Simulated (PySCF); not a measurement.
## La(II) with different ligands

Computed with PySCF 2.14.0, PBE0, def2-SVP on the ligands, density fitting, scalar-relativistic core potentials, no spin-orbit coupling, vacuum. The metal has lcecp-0-SVP with ECP47. Each complex is relaxed within the symmetry of a template of the same shape. Distances are means of the shortest metal–ligand contacts, charges and spins Mulliken's. lcecp potentials hold a fixed number of 4f electrons in the core, out of states, spins and gaps.

```json
{"complex": "[LaOCl]−", "point group": "Cs", "M–first ligand (Å)": "2.045", "charge on M (e)": "0.23", "strongest infrared band, degenerate modes summed (cm⁻¹)": "625", "unstable modes (below −25 cm⁻¹)": "0"}
{"complex": "[LaSF]−", "point group": "Cs", "M–first ligand (Å)": "2.663", "charge on M (e)": "0.22", "strongest infrared band, degenerate modes summed (cm⁻¹)": "425", "unstable modes (below −25 cm⁻¹)": "0"}
{"complex": "[LaOF]−", "point group": "Cs", "M–first ligand (Å)": "2.071", "charge on M (e)": "0.27", "strongest infrared band, degenerate modes summed (cm⁻¹)": "596", "unstable modes (below −25 cm⁻¹)": "0"}
```

Problem. A further member has point group Cs, M–first ligand (Å) 2.071, charge on M (e) 0.18, unstable modes (below −25 cm⁻¹) 0. Which complex is it?

Solution. [LaO(OH)]−. This is one of several that fit.

One start shape was tried for each, so a minimum needn't be the lowest isomer. Oxidation states forced by the potential, rare, strongly oxidising or of another configuration in reality: [LaOCl]−, [LaO(OH)]−, [LaSF]−, [LaOF]−. Small gap, closed shell not tested for a spin-broken solution: [LaSF]−.
